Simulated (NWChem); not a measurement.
System meant: CH₇GeN; SMILES C[NH][GeH3]

NWChem input:

```
start job
memory heap 200 mb stack 900 mb global 1100 mb
geometry units angstroms noautoz
  Ge     0.032167     0.750845    -0.006398
  N     -0.588809    -0.973299    -0.089296
  C      0.319833    -2.090332     0.017797
  H     -1.188536     1.670227    -0.178707
  H      0.751976     1.102805     1.322132
  H      1.033938     0.929831    -1.161463
  H     -1.453577    -1.122172     0.421416
  H     -0.173699    -3.025566    -0.296734
  H      0.739742    -2.263802     1.030683
  H      1.175102    -1.945219    -0.662903
end
basis spherical
  * library def2-svp
end
dft
  odft
  mult 2
  xc xpbe96 cpbe96
  iterations 150
  mulliken
end
task dft energy
```

End of the output:

```
 Summary of "ao basis" -> "" (spherical)
 ------------------------------------------------------------------------------
       Tag                 Description            Shells   Functions and Types
 ---------------- ------------------------------  ------  ---------------------
 *                          def2-svp                  on all atoms

  pbe96 is a nonlocal functional; adding pw91lda local functional.

                                 NWChem DFT Module
                                 -----------------

 Summary of "ao basis" -> "ao basis" (spherical)
 ------------------------------------------------------------------------------
       Tag                 Description            Shells   Functions and Types
 ---------------- ------------------------------  ------  ---------------------
 Ge                         def2-svp                12       32   5s4p3d
 N                          def2-svp                 6       14   3s2p1d
 C                          def2-svp                 6       14   3s2p1d
 H                          def2-svp                 3        5   2s1p

 Summary of "ao basis" -> "ao basis" (spherical)
 ------------------------------------------------------------------------------
       Tag                 Description            Shells   Functions and Types
 ---------------- ------------------------------  ------  ---------------------
 Ge                         def2-svp                12       32   5s4p3d
 N                          def2-svp                 6       14   3s2p1d
 C                          def2-svp                 6       14   3s2p1d
 H                          def2-svp                 3        5   2s1p

  number of electrons :                   52
  multiplicity        :                    2
 ------------------------------------------------------------------------
  no. of electrons and multiplicity not compatible                  52
 ------------------------------------------------------------------------
 ------------------------------------------------------------------------
  current input line :
    25: task dft energy
 ------------------------------------------------------------------------
 ------------------------------------------------------------------------
 There is an error in the input file
 ------------------------------------------------------------------------
 For more information see the NWChem manual at https://nwchemgit.github.io

0: no. of electrons and multiplicity not compatible:Received an Error in Communication
```

Q: Find the fault in this run and fix the input.

A: The program refused the input. Cause: the multiplicity doesn't fit the number of electrons (an even count wants an odd multiplicity, and the reverse). This input runs:
```
start job
memory heap 200 mb stack 900 mb global 1100 mb
geometry units angstroms noautoz
  Ge     0.032167     0.750845    -0.006398
  N     -0.588809    -0.973299    -0.089296
  C      0.319833    -2.090332     0.017797
  H     -1.188536     1.670227    -0.178707
  H      0.751976     1.102805     1.322132
  H      1.033938     0.929831    -1.161463
  H     -1.453577    -1.122172     0.421416
  H     -0.173699    -3.025566    -0.296734
  H      0.739742    -2.263802     1.030683
  H      1.175102    -1.945219    -0.662903
end
basis spherical
  * library def2-svp
end
dft
  xc xpbe96 cpbe96
  iterations 150
  mulliken
end
task dft energy
```
It converges to -2173.27139 Ha (PBE/def2-SVP).
